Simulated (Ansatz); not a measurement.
The cluster Cs2F3, relaxed as a doublet with UKS r2SCAN-D4/def2-SVP in Ansatz, starting from the GFN1-xTB geometry. Force threshold 0.02 eV/Å.

In the def2 sets Cs takes a core potential; there is no spin–orbit coupling. The structure comes from a short search, and lower isomers may exist.

Start:

```xyz
5

Cs   -0.884   -0.626    1.631
Cs    0.903    0.621   -1.668
F     1.242    1.350    0.863
F    -1.852    0.568   -0.577
F     0.591   -1.914   -0.249
```

(1) Estimate the energy that the relaxation releases and the steps that it takes.

(2) Does the start keep its bonding?

(3) Predict the relaxed structure.

## Answers

(1) 0.53 eV, in 14 steps; 2 min on 4 threads of Arm Neoverse V1 on a shared host. The force fell under the threshold at step 4, but the optimiser went on and released 0.400 eV more. No frequencies were taken in this run, so the end may be a saddle point.

(2) By distances, no bond broke or formed. The bond that changes most is Cs2–F5, from 2.92 to 2.61 Å (atoms count from 1). A close non-bonded pair moves further: F3–F4, from 3.50 to 1.98 Å. The end is the same structure that another start reached, the lowest one found.

(3) 
```xyz
5

Cs   -0.741   -0.898    1.725
Cs    0.964    0.252   -1.828
F     0.425    1.449    0.674
F    -1.262    1.031   -0.271
F     0.614   -1.834   -0.300
```
Bond lengths (bridged metal pairs left out): 6 × Cs–F 2.61 to 2.83 Å.
